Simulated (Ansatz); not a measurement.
CH9GeNSi (`N[CH2][GeH2][SiH3]`), relaxed with RKS PBE0-D4/def2-TZVP in Ansatz from a PBE-D4/def2-SVP geometry. The force threshold is 0.005 eV/Å; the program also tests the step.

Charge 0, multiplicity 1.

Start:

```xyz
13

N    -0.878   -0.488    1.392
C     0.554   -0.688    1.175
Ge    0.907   -0.426   -0.767
Si   -0.541    1.384   -1.354
H    -1.104   -0.485    2.395
H    -1.418   -1.261    0.984
H     1.114    0.118    1.694
H     0.983   -1.657    1.531
H     0.523   -1.719   -1.550
H     2.414   -0.149   -1.038
H    -0.411    2.482   -0.334
H    -1.973    0.932   -1.428
H    -0.173    1.956   -2.701
```

```csv
step,energy (eV),largest force (eV/Å),largest move (Å)
1,-67057.0769,0.624,0.000
2,-67057.1152,0.248,0.055
3,-67057.1198,0.066,0.034
4,-67057.1214,0.043,0.018
5,-67057.1224,0.034,0.026
6,-67057.1234,0.040,0.053
7,-67057.1239,0.048,0.037
8,-67057.1243,0.055,0.046
9,-67057.1246,0.036,0.009
10,-67057.1247,0.013,0.007
11,-67057.1247,0.012,0.002
12 (rejected),-67057.1247,0.019,0.008
13,-67057.1247,0.005,0.004
```

End:

```xyz
13

N    -0.889   -0.665    1.476
C     0.539   -0.652    1.198
Ge    0.820   -0.391   -0.736
Si   -0.499    1.463   -1.433
H    -1.069   -0.715    2.471
H    -1.336   -1.468    1.053
H     0.988    0.213    1.694
H     1.091   -1.541    1.538
H     0.376   -1.670   -1.482
H     2.320   -0.183   -1.028
H    -0.320    2.590   -0.478
H    -1.937    1.095   -1.487
H    -0.082    1.924   -2.785
```

Hardware: 4 threads of an Arm Neoverse V2 on a shared host. Wall time 44 s, peak host memory 0.6 GiB.
